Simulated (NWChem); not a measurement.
System: C2H3Br; SMILES C=CBr

Excerpt of the output:

```
             Northwest Computational Chemistry Package (NWChem) 7.3.0
             --------------------------------------------------------

 CS  symmetry detected

                             Geometry "geometry" -> ""
                             -------------------------

 Output coordinates in angstroms (scale by  1.889725989 to convert to a.u.)

  No.       Tag          Charge          X              Y              Z
 ---- ---------------- ---------- -------------- -------------- --------------
    1 C                    6.0000    -0.32884694     2.11764156     0.00000000
    2 C                    6.0000     0.51856425     1.09690098     0.00000000
    3 Br                  35.0000    -0.03967932    -0.73154433     0.00000000
    4 H                    1.0000    -1.40606024     1.98846154     0.00000000
    5 H                    1.0000     0.05883705     3.13332865     0.00000000
    6 H                    1.0000     1.59769552     1.19500626     0.00000000

 Effective nuclear repulsion energy (a.u.)     143.4423506627

      Symmetry information
      --------------------

 Group name             Cs
 Group number              2
 Group order               2
 No. of unique centers     6

  xc_inp: hfexch multiplicative factor not found.

                                 NWChem DFT Module
                                 -----------------

 Summary of "ao basis" -> "ao basis" (spherical)
 ------------------------------------------------------------------------------
       Tag                 Description            Shells   Functions and Types
 ---------------- ------------------------------  ------  ---------------------
 C                          def2-svp                 6       14   3s2p1d
 Br                         def2-svp                12       32   5s4p3d
 H                          def2-svp                 3        5   2s1p

      Symmetry analysis of basis
      --------------------------

        a'         54
        a"         21

            General Information
            -------------------
          SCF calculation type: DFT
          Wavefunction type:  closed shell.
          No. of atoms     :     6
          No. of electrons :    50
           Alpha electrons :    25
            Beta electrons :    25
          Charge           :     0
          Spin multiplicity:     1
          Use of symmetry is: on ; symmetry adaption is: on
          Maximum number of iterations: 150
          AO basis - number of functions:    75
                     number of shells:    33
          Convergence on energy requested:  1.00D-06
          Convergence on density requested:  1.00D-05
          Convergence on gradient requested:  5.00D-04

              XC Information
              --------------
                     Hartree-Fock (Exact) Exchange  1.000

      Superposition of Atomic Density Guess
      -------------------------------------

 Sum of atomic energies:       -2648.83326660

      Non-variational initial energy
      ------------------------------

 Total energy =   -2650.125024
 1-e energy   =   -3969.289625
 2-e energy   =    1175.722251
 HOMO         =      -0.300109
 LUMO         =       0.017623

      Symmetry analysis of molecular orbitals - initial
      -------------------------------------------------

  Numbering of irreducible representations:

     1 a'          2 a"

  Orbital symmetries:

     1 a'          2 a'          3 a'          4 a'          5 a"
     6 a'          7 a'          8 a'          9 a'         10 a'
    11 a"         12 a'         13 a'         14 a"         15 a'
    16 a"         17 a'         18 a'         19 a'         20 a'
    21 a'         22 a"         23 a'         24 a'         25 a"
    26 a"         27 a'         28 a'         29 a'         30 a'
    31 a'         32 a'         33 a'         34 a'         35 a'

     ---------------------------------------------
      Total Density - Mulliken Population Analysis
     ---------------------------------------------

    Atom       Charge   Shell Charges
 -----------   ------   -------------------------------------------------------
    1 C    6     6.25   1.99  0.96  0.26  2.03  0.98  0.02
    2 C    6     5.90   1.99  0.95  0.28  1.71  0.93  0.04
    3 Br  35    35.19   2.00  2.00  2.00  1.36  0.58  6.00  5.99  2.33  2.91  8.23  1.73  0.07
    4 H    1     0.89   0.66  0.20  0.03
    5 H    1     0.88   0.66  0.19  0.03
    6 H    1     0.89   0.67  0.19  0.02

   convergence    iter        energy       DeltaE   RMS-Dens  Diis-err
 ---------------- ----- ----------------- --------- --------- ---------
 d= 0,ls=0.0,diis     1  -2649.4570845195 -2.79D+03  5.72D-03  1.93D-01
 d= 0,ls=0.0,diis     2  -2649.4866066804 -2.95D-02  2.50D-03  5.07D-02
 d= 0,ls=0.0,diis     3  -2649.4929538969 -6.35D-03  1.02D-03  3.99D-03
 d= 0,ls=0.0,diis     4  -2649.4938925928 -9.39D-04  2.72D-04  1.54D-04
 d= 0,ls=0.0,diis     5  -2649.4939407648 -4.82D-05  1.29D-04  2.00D-05
  Resetting Diis
 d= 0,ls=0.0,diis     6  -2649.4939488279 -8.06D-06  3.48D-05  1.37D-06
 d= 0,ls=0.0,diis     7  -2649.4939493235 -4.96D-07  4.35D-06  5.84D-08

         Total DFT energy =    -2649.493949323540
      One electron energy =    -3971.591881131916
           Coulomb energy =     1279.676312734794
    Exchange-Corr. energy =     -101.020731589156
 Nuclear repulsion energy =      143.442350662738

 Numeric. integr. density =        0.000000000000

                  Occupations of the irreducible representations
                  ----------------------------------------------

                     irrep           alpha         beta
                     --------     --------     --------
                     a'               19.0         19.0
                     a"                6.0          6.0

                       DFT Final Molecular Orbital Analysis
                       ------------------------------------

 Vector   23  Occ=2.000000D+00  E=-4.705229D-01  Symmetry=a"
              MO Center=  9.3D-02,  3.5D-01, -4.8D-16, r^2= 2.5D+00
   Bfn.  Coefficient  Atom+Function         Bfn.  Coefficient  Atom+Function
  ----- ------------  ---------------      ----- ------------  ---------------
    45      0.400142  3 Br pz                42      0.374309  3 Br pz
    20      0.302401  2 C  pz                39     -0.247570  3 Br pz
     6      0.223330  1 C  pz                23      0.210563  2 C  pz
     9      0.144791  1 C  pz                36      0.080168  3 Br pz
    57      0.027894  3 Br d -1

 Vector   24  Occ=2.000000D+00  E=-4.122475D-01  Symmetry=a'
              MO Center= -1.1D-02, -6.4D-01,  6.5D-17, r^2= 1.7D+00
   Bfn.  Coefficient  Atom+Function         Bfn.  Coefficient  Atom+Function
  ----- ------------  ---------------      ----- ------------  ---------------
    43      0.594214  3 Br px                40      0.507697  3 Br px
    37     -0.335236  3 Br px                44     -0.171876  3 Br py
    41     -0.139615  3 Br py                34      0.108440  3 Br px
    71     -0.103899  6 H  s                 38      0.092296  3 Br py
     3      0.090290  1 C  s                 18     -0.089132  2 C  px

 Vector   25  Occ=2.000000D+00  E=-3.647460D-01  Symmetry=a"
              MO Center= -1.4D-02,  5.6D-01,  2.8D-15, r^2= 3.1D+00
   Bfn.  Coefficient  Atom+Function         Bfn.  Coefficient  Atom+Function
  ----- ------------  ---------------      ----- ------------  ---------------
    45      0.476318  3 Br pz                42      0.375392  3 Br pz
     6     -0.317618  1 C  pz                20     -0.279718  2 C  pz
     9     -0.251798  1 C  pz                39     -0.248074  3 Br pz
    23     -0.210016  2 C  pz                36      0.080190  3 Br pz
    25     -0.025777  2 C  d -1

 Vector   26  Occ=0.000000D+00  E= 1.407211D-01  Symmetry=a"
              MO Center=  5.6D-02,  1.5D+00,  8.7D-15, r^2= 2.5D+00
   Bfn.  Coefficient  Atom+Function         Bfn.  Coefficient  Atom+Function
  ----- ------------  ---------------      ----- ------------  ---------------
     9      0.753896  1 C  pz                23     -0.746777  2 C  pz
    20     -0.371063  2 C  pz                 6      0.347780  1 C  pz
    45      0.223317  3 Br pz                42      0.083049  3 Br pz
    57     -0.068604  3 Br d -1              39     -0.057941  3 Br pz
    59      0.036617  3 Br d  1              47      0.031203  3 Br d -1

 Vector   27  Occ=0.000000D+00  E= 1.667646D-01  Symmetry=a'
              MO Center=  1.9D-01,  2.6D-01,  7.6D-16, r^2= 4.0D+00
   Bfn.  Coefficient  Atom+Function         Bfn.  Coefficient  Atom+Function
  ----- ------------  ---------------      ----- ------------  ---------------
    17      1.464736  2 C  s                 44     -0.916672  3 Br py
    72     -0.823012  6 H  s                 62     -0.701433  4 H  s
    33     -0.638448  3 Br s                 22     -0.609254  2 C  py
     7     -0.357933  1 C  px                19     -0.329053  2 C  py
     3      0.317708  1 C  s                 43     -0.318624  3 Br px

 Vector   28  Occ=0.000000D+00  E= 1.981917D-01  Symmetry=a'
              MO Center=  8.7D-01,  2.5D+00, -1.2D-16, r^2= 4.6D+00
   Bfn.  Coefficient  Atom+Function         Bfn.  Coefficient  Atom+Function
  ----- ------------  ---------------      ----- ------------  ---------------
    67      1.721219  5 H  s                  3     -1.503073  1 C  s
    72      1.359370  6 H  s                 21     -0.700924  2 C  px
    17     -0.630299  2 C  s                  8     -0.578140  1 C  py
    44     -0.247791  3 Br py                18     -0.193289  2 C  px
     7     -0.182977  1 C  px                62      0.163919  4 H  s

     ---------------------------------------------
      Total Density - Mulliken Population Analysis
     ---------------------------------------------

    Atom       Charge   Shell Charges
 -----------   ------   -------------------------------------------------------
    1 C    6     6.03   1.99  0.87  0.25  1.99  0.91  0.04
    2 C    6     6.11   1.99  0.90  0.28  1.92  0.96  0.05
    3 Br  35    35.12   2.00  2.00  2.00  1.35  0.62  6.00  5.99  2.30  2.82  8.23  1.73  0.09
    4 H    1     0.92   0.74  0.15  0.03
    5 H    1     0.92   0.75  0.15  0.03
    6 H    1     0.90   0.74  0.13  0.03

     -------------------------------------------
      Total Density - Lowdin Population Analysis
     -------------------------------------------

    Atom       Charge   Shell Charges
 -----------   ------   -------------------------------------------------------
    1 C    6     6.04   1.97  0.59  0.32  1.81  1.27  0.08
    2 C    6     6.10   1.97  0.62  0.34  1.76  1.32  0.09
    3 Br  35    34.95   2.00  2.00  1.96  1.08  0.76  5.99  5.82  2.43  2.86  7.88  2.01  0.17
    4 H    1     0.97   0.64  0.26  0.07
    5 H    1     0.96   0.64  0.26  0.07
    6 H    1     0.97   0.64  0.25  0.07

     Multipole analysis of the density
     ---------------------------------

     L   x y z        total         alpha         beta         nuclear
     -   - - -        -----         -----         ----         -------
     0   0 0 0     -0.000000    -25.000000    -25.000000     50.000000

     1   1 0 0      0.124268      0.062134      0.062134      0.000000
     1   0 1 0      0.672478      0.336239      0.336239     -0.000000
     1   0 0 1      0.000000      0.000000      0.000000      0.000000

     2   2 0 0    -21.601333    -23.032453    -23.032453     24.463572
     2   1 1 0      0.368018      0.990590      0.990590     -1.613161
     2   1 0 1      0.000000      0.000000      0.000000      0.000000
     2   0 2 0    -19.998909   -131.515367   -131.515367    243.031824
     2   0 1 1     -0.000000     -0.000000     -0.000000      0.000000
     2   0 0 2    -24.712326    -12.356163    -12.356163      0.000000
```

Level: Hartree-Fock/def2-SVP. Structure relaxed at the B3LYP/6-31G* (spherical d) level.

Reconstruct the input file.

Several could match; the one computed here: the input that was run:
```
start job
memory heap 200 mb stack 900 mb global 1100 mb
geometry units angstroms noautoz
  C     -0.336569     2.099832     0.000000
  C      0.517756     1.084871     0.000000
  Br    -0.028055    -0.747324     0.000000
  H     -1.412880     1.963338     0.000000
  H      0.044207     3.118129     0.000000
  H      1.596196     1.190304     0.000000
end
basis spherical
  C library def2-svp
  Br library def2-svp
  H library def2-svp
end
dft
  xc hfexch
  iterations 150
  mulliken
end
task dft energy
```
